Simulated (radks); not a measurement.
The numbers below are computed, except where a source is named.
Question: Species: neutral thallium. Configuration: [Hg] 6p1. Code: a radial shooting solver on a logarithmic mesh with Libxc functionals. Model: scalar-relativistic Kohn-Sham, PBE, spin-polarised, spherical densities, finite nucleus; open shells are filled with parallel spins first (spin-orbit coupling, left out, can overturn this in heavy ions); Fermi nuclear charge, rms radius 5.4759 fm; hard spherical wall at 2.5 bohr. Some entries of the table are withheld. Estimate them.

orbital,occ.,eigenvalue (hartree),<r^2> (bohr^2)
1s up,1,-3143.663,0.0003690
1s down,1,-3143.660,0.0003690
2s up,1,-558.6757,0.005607
2s down,1,-558.6743,0.005607
2p up,3,-480.5072,0.004755
2p down,3,-480.5049,0.004755
3s up,1,-132.3761,0.03608
3s down,1,-132.3742,0.03608
3p up,3,-109.8653,0.03728
3p down,3,-109.8632,0.03728
3d up,5,-86.48871,0.03089
3d down,5,-86.48668,0.03089
4s up,1,-28.56944,0.1733
4s down,1,-28.56616,0.1733
4p up,3,-21.19111,0.1984
4p down,3,-21.18763,0.1984
4d up,5,-12.52769,0.2240
4d down,5,-12.52369,0.2239
5s up,1,-3.69542,0.8861
5s down,1,-3.68563,0.8858
4f up,7,-2.94725,0.2672
4f down,7,-2.94251,0.2670
5p up,3,-1.73563,1.174
5p down,3,-1.72576,1.171
5d up,5,0.48048,1.743
5d down,5,0.49651,1.732
6s up,1,1.27203,2.656
6s down,1,1.31105,2.648
6p up,1,2.19298,2.720
6p down,0,2.23490,2.718
5f up,0,(1),2.458
5f down,0,(2),2.444
6d up,0,3.75744,2.582
6d down,0,3.79465,2.591
7s up,0,6.27555,2.616
7s down,0,6.29595,2.622

Answer: 
(1) 5f up eigenvalue (hartree): 2.51536
(2) 5f down eigenvalue (hartree): 2.54499
